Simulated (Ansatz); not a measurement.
Relaxation of C$_{2}$H$_{5}$AlCl$_{2}$ (10 atoms, charge 0, multiplicity 1), to a largest force component of 0.015 eV/Å in at most 40 steps.

Theory: Ansatz 0.2.0, RKS r2SCAN-D4/def2-SVP.

```xyz
10
Properties=species:S:1:pos:R:3:forces:R:3
C -1.051 0.389 -0.569 -2.00 2.91 -0.79
C 0.204 -0.352 -0.595 1.02 -0.42 1.84
Cl 1.360 0.461 -1.663 0.70 0.15 -0.56
Al 1.054 -0.491 1.241 0.15 -0.37 -0.12
Cl 0.017 -1.553 2.826 0.37 0.50 -0.66
H -1.512 0.511 -1.611 0.44 -0.21 1.02
H -1.819 -0.075 0.069 0.00 -0.10 0.12
H -0.895 1.481 -0.206 -0.29 -1.48 -0.38
H 0.026 -1.357 -0.939 0.04 -0.90 -0.62
H 2.563 0.026 1.444 -0.44 -0.09 0.16
```

Problem. Where does it end, and by what steps?

Solution. The run converged. After 4 steps the energy has fallen by 0.304 eV; Cl5 moved furthest, 0.12 Å.

```csv
step,energy less start (eV),largest force component (eV/Å),accepted
0,0.0000,2.908,yes
1,-0.2522,1.126,yes
2,-0.3008,0.241,yes
3,-0.3036,0.047,yes
4,-0.3037,0.012,yes
```

```xyz
10
Properties=species:S:1:pos:R:3
C -1.096 0.439 -0.563
C 0.195 -0.366 -0.542
Cl 1.432 0.389 -1.674
Al 1.122 -0.512 1.192
Cl 0.047 -1.518 2.711
H -1.515 0.502 -1.581
H -1.844 -0.049 0.085
H -0.947 1.468 -0.200
H 0.007 -1.368 -0.966
H 2.547 0.057 1.536
```

Whether the end is a true minimum wasn't checked by a vibrational analysis.

Run time: 16 s on 2 threads of Intel(R) Xeon(R) Platinum 8488C (Sapphire Rapids) (shared host), peak memory 0.19 GiB.
